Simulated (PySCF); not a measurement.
## Computed properties of CuF, SMILES [F][Cu], multiplicity 1

CuF, SMILES [F][Cu], multiplicity 1. Coordinates come from a PBE0-D3(BJ)/def2-TZVPD optimisation. The spin state was assumed, not searched. The values are those of a single conformer. All values are computed for the isolated molecule unless a solvent is named; none is compared with measurement here.

**Structure.** The optimised structure has C∞v symmetry. All 1 harmonic modes at PBE0-D3(BJ)/def2-TZVPD (PySCF) are real, so it is a minimum.

**Vibrations.** The strongest infrared lines (harmonic, unscaled, degenerate partners summed) lie at 593 cm⁻¹ (57 km/mol, F 77 %, Cu 23 %). The softest mode is at 593 cm⁻¹ and the zero-point energy is 0.8 kcal/mol.

**Electronic structure.** CAM-B3LYP/def2-TZVPD (PySCF) places the frontier levels at -9.16 and -2.28 eV, a gap of 6.88 eV, and gives a dipole moment of 5.39 D and a mean polarisability of 20.9 bohr³. PBE/def2-TZVPD (PySCF) at the same geometry gives -6.05 and -4.14 eV, so its gap is 4.97 eV narrower. An orbital gap is neither the optical nor the fundamental gap.

**Excitations.** TDA-PBE0/def2-TZVPD (PySCF) has S1 at 2.58 eV (480 nm, f = 0.017, weak); the most intense of the 10 singlets computed lies at 6.13 eV (f = 0.19). Strengths of degenerate partners are summed. T1 (TDA) is at 1.67 eV, 0.91 eV under S1. TDA-PBE/def2-TZVPD (PySCF) puts S1 at 2.09 eV.

**NMR.** GIAO shifts at PBE0/pcSseg-2 (PySCF) (non-relativistic, atoms alike by connectivity averaged): ¹⁹F at -432.7 ppm against CFCl3.
